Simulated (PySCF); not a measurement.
**Rh⁺ (rhodium, charge +1) across methods**

[Kr] 4d7 5p1, one real determinant (an excited configuration). Calculation: PySCF 2.14, in x2c-QZVPPall (13s8p7d4f2g, 118 functions); the spin-free X2C one-electron Hamiltonian (Gaussian nucleus).

```
   method  E (hartree)  mean ε 4d α (eV)  mean ε 4d β (eV)  mean ε 5p α (eV)  Σ⟨r²⟩ (bohr²)   ⟨S²⟩
BHandHLYP     -4783.12           -22.627           -20.637            -9.350          46.26  6.003
     PBE0     -4782.80           -20.887           -18.856            -8.988          46.01  6.002
      UHF  -4780.79159           -25.914           -23.354           -10.173          47.03  6.005
  wB97M-V     -4782.78           -23.266           -21.416           -10.523          46.14  6.002
      LDA     -4777.91           -19.069           -17.126            -8.569          45.76  6.000
   r2SCAN     -4783.13           -19.378           -17.305            -8.547          45.84  6.003
  r2SCANh     -4783.12           -20.113           -18.002            -8.757          45.86  6.003
      PBE     -4782.72           -18.936           -17.050            -8.440          45.96  6.001
```

⟨L²⟩ = 13.88 against 20 for a pure G term, so this real determinant mixes terms.
